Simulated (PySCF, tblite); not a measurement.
Rigid-rotor lines calculated for a species of formula C4H6F3OP (commonest isotopes; PBE0/pcSseg-1 in PySCF (dipole) on a GFN2-xTB geometry, gas phase), labelled J(Ka,Kc):

```json
{"transition": "2(0,2) ← 1(0,1)", "MHz": "4252.8"}
{"transition": "2(1,1) ← 1(1,0)", "MHz": "4582.4"}
{"transition": "2(1,2) ← 1(1,1)", "MHz": "4047.1"}
{"transition": "1(0,1) ← 0(0,0)", "MHz": "2157.4"}
{"transition": "1(1,1) ← 0(0,0)", "MHz": "2876.5"}
```

**Question.** Find the rotational constants.

**Answer.** 1(0,1) ← 0(0,0) is B + C, 2(1,1) ← 1(1,0) is 3B + C and 2(1,2) ← 1(1,1) is B + 3C, so B − C is half the difference of the last two, 267.6 MHz. 1(1,1) ← 0(0,0) is A + C. A = 1931.6, B = 1212.5, C = 944.8 MHz.

**Question.** What moments of inertia, asymmetry and inertial defect follow?

**Answer.** I = 505379 MHz·u·Å² over each constant: Ia = 261.63, Ib = 416.80, Ic = 534.88 u·Å²; κ = (2B − A − C)/(A − C) = -0.458 (asymmetric top); Δ = Ic − Ia − Ib = -143.55 u·Å².

**Question.** Which dipole components do these lines need?

**Answer.** μa and μb (a-type: ΔKa even, ΔKc odd; b-type: both odd). The calculation gives |μa| = 0.13 D, |μb| = 0.29 D, |μc| = 0.67 D.

**Question.** Predict further lines from these constants: 3(3,0) ← 2(2,1); 3(3,1) ← 2(2,1); 3(0,3) ← 2(1,2); 2(2,1) ← 2(1,1); 2(1,1) ← 2(0,2); 3(1,2) ← 2(0,2); 2(2,0) ← 1(1,0).

**Answer.** 
```tsv
transition	MHz	type	branch
2(1,1) ← 2(0,2)	1316	b	Q
2(2,1) ← 2(1,1)	2157	c	Q
3(0,3) ← 2(1,2)	5730	b	R
2(2,0) ← 1(1,0)	6802	c	R
3(1,2) ← 2(0,2)	8146	c	R
3(3,1) ← 2(2,1)	10772	c	R
3(3,0) ← 2(2,1)	10781	b	R
```

**Question.** Which structure gave them?

**Answer.** `FC(F)(P(C)C(C)=O)F`, point group C1. Three constants can't fix a structure by themselves; this is the one that was computed:
```xyz
15
C4H6F3OP angstrom
C      2.131    0.338   -0.131
C      1.102   -0.639    0.338
O      1.153   -1.829    0.201
P     -0.334    0.098    1.314
C     -1.577   -1.217    0.999
C     -0.913    1.253   -0.069
F     -0.910    0.688   -1.290
F     -0.160    2.357   -0.162
F     -2.169    1.651    0.163
H      3.081   -0.165   -0.299
H      1.800    0.772   -1.075
H      2.242    1.147    0.590
H     -2.561   -0.859    1.301
H     -1.582   -1.511   -0.051
H     -1.307   -2.077    1.610
```

The values belong to one conformer (point group C1) with, in the numbering `[CH3:1][C:2](=[O:3])[P:4]([CH3:5])[C:6]([F:7])([F:8])[F:9]`, C1–C2–P4–C5 156°. Its GFN2-xTB frequencies are all real (lowest 41 cm⁻¹). No vibrational averaging or centrifugal distortion is included, and the geometry carries the error of its method. A rigid rotor knows nothing of internal rotation, which can split or shift real lines.

Cost: about 80 s of CPU time on one thread; the machine was shared, so the figure is rough. This is the PBE0/pcSseg-1 job that gave the dipole, with the shieldings it also computed.
